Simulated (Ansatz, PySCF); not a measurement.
This Ansatz (a first-principles code) input computes a PBE0/def2-TZVPD energy:

Ansatz 0.2 input:
```yaml
crystal:
  periodic: [false, false, false]
  atoms:
    - {symbol: Ge, position_ang: [0.09738810, 0.07696862, 0.16737032]}
    - {symbol: Cl, position_ang: [-0.57146778, 2.38390255, -0.08161489]}
    - {symbol: Cl, position_ang: [2.08446438, -1.29122432, 0.06305381]}
    - {symbol: Cl, position_ang: [-1.69331736, -1.23939577, -0.39815570]}
    - {symbol: H, position_ang: [-0.05096626, 0.03120247, 1.72833496]}
basis:
  gaussian:
    orbitals: def2-TZVPD
hamiltonian:
  xc: {name: PBE0}
total_charge: -1
magnetization: {spin_polarized: true, initial_magnetization: 1}
output: {forces: true}
```

### Question
Write an input for the same energy in PySCF and say what it gives.

### Answer

```python
from pyscf import gto, scf, dft

mol = gto.M(
    atom='''
    Ge    0.09738810    0.07696862    0.16737032
    Cl   -0.57146778    2.38390255   -0.08161489
    Cl    2.08446438   -1.29122432    0.06305381
    Cl   -1.69331736   -1.23939577   -0.39815570
    H    -0.05096626    0.03120247    1.72833496
    ''',
    basis='def2-tzvpd',
    charge=-1,
    spin=1,
    verbose=4,
)

mf = dft.UKS(mol, xc='pbe0').density_fit(auxbasis='def2-universal-jkfit')
mf.grids.level = 3
mf.conv_tol = 1e-9
mf.max_cycle = 100
mf.max_memory = 1500
mf.kernel()
if not mf.converged:
    mf = mf.newton()
    mf.kernel(mf.make_rdm1())
for _ in range(2):
    mo, _, stable, _ = mf.stability(return_status=True)
    if stable:
        break
    mf.kernel(mf.make_rdm1(mo, mf.mo_occ))
mf.analyze()
```
It gives -3457.71304 Eh, and Ansatz -3457.71298 Eh, a difference of 0.06 mEh, from the treatment of integrals and grids.
